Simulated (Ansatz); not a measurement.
The first iterations of a band of ClIn + H5NSi (9 atoms, charge 0, multiplicity 1).

Computed with Ansatz 0.2.0, RKS PBE-D4/def2-SVP.

```json
{"movable images": "7", "climbing image": "yes", "spring": "5.0 eV/Å²", "optimiser": "quadratic models (default)", "start path": "through a guess of the saddle point", "force threshold": "0.05 eV/Å", "iteration limit": "60", "end points": "relaxed"}
```

Initial state:

```xyz
9
Properties=species:S:1:pos:R:3
In -2.322 -0.994 -1.013
Si 0.776 -0.057 1.063
N 0.234 -0.240 -0.619
H -0.116 0.633 -1.063
Cl -2.191 1.422 -1.754
H -0.397 0.467 1.839
H 1.944 0.880 1.242
H 1.168 -1.419 1.560
H 0.904 -0.691 -1.255
```

Final state:

```xyz
9
Properties=species:S:1:pos:R:3
In -1.121 -0.780 -2.326
Si 0.809 -0.081 0.723
N 0.441 -0.831 -0.783
H -1.388 1.200 0.229
Cl -2.511 1.272 -0.507
H -0.135 1.120 0.886
H 2.189 0.527 0.847
H 0.569 -0.892 1.979
H 1.147 -1.534 -1.048
```

| iteration | highest image above the first end (eV) | largest band force component (eV/Å) |
| --- | --- | --- |
| 1 | 3.901 | 5.854 |
| 2 | 2.311 | 2.001 |
| 3 | 1.891 | 1.585 |
| 4 | 1.770 | 1.892 |
| 5 | 1.697 | 1.814 |
| 6 | 2.064 | 2.386 |

Does the band converge within its limit, and where does its top end?

The run converged. It ended after 18 iterations with the highest image 1.687 eV above the first end. A vibrational analysis at the climbing image gives one clearly imaginary mode, 340i cm⁻¹: a first-order saddle point. The orbitals stay closed-shell, which can raise the energy where a bond breaks towards radicals; this wasn't checked here.

Run time: 3 min on 2 threads of Intel(R) Xeon(R) Platinum 8488C (Sapphire Rapids) (shared host), peak memory 0.17 GiB.
